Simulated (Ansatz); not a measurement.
Stepwise reaction of `[SiH3][O][Al]([SH])[SH]` with water, as a gas-phase model of exchange steps in deposition or etching. ΔE in kJ/mol.

Computed with Ansatz on PBE0-D4/def2-TZVP structures; ΔE is electronic, products minus reactants. CCSD(T)/CBS is the MP2 limit (def2-TZVPP, def2-QZVPP) plus CCSD(T) − MP2 in def2-TZVPP, frozen cores. This one scheme is used for every species. DFT in def2-TZVPP. B3LYP here is the variant with VWN-RPA as its local correlation; programs differ in this. Each species was taken in one conformer, which may not be the lowest.

```
step                                                           reaction  PBE-D4  B3LYP-D4  ωB97M-V  CCSD(T)/CBS
   1  `[SiH3][O][Al]([SH])[SH]` + H₂O → `[OH][Al]([SH])[O][SiH3]` + H₂S   -14.8     -25.4    -24.2        -20.2
```

Question: Give the row of step 2, `[OH][Al]([SH])[O][SiH3]` + H₂O → `[OH][Al]([OH])[O][SiH3]` + H₂S. (An estimate is asked.)

Answer: The calculation gave: 
| step | reaction | PBE-D4 | B3LYP-D4 | ωB97M-V | CCSD(T)/CBS |
| --- | --- | --- | --- | --- | --- |
| 2 | `[OH][Al]([SH])[O][SiH3]` + H₂O → `[OH][Al]([OH])[O][SiH3]` + H₂S | -14.6 | -25.2 | -23.5 | -20.2 |

Question: By hand: ΔE of the 2 steps together at CCSD(T)/CBS.

Answer: (-20.2) + (-20.2) = -40.4 kJ/mol, or -20.2 kJ/mol a step.

In ΔE the steps differ by no more than 0.0 kJ/mol. All are downhill at CCSD(T)/CBS. PBE-D4 differs from CCSD(T)/CBS by 5.4 to 5.6 kJ/mol a step. Isolated molecules leave out the surface, adducts and barriers. Largest T1 diagnostic: 0.012.
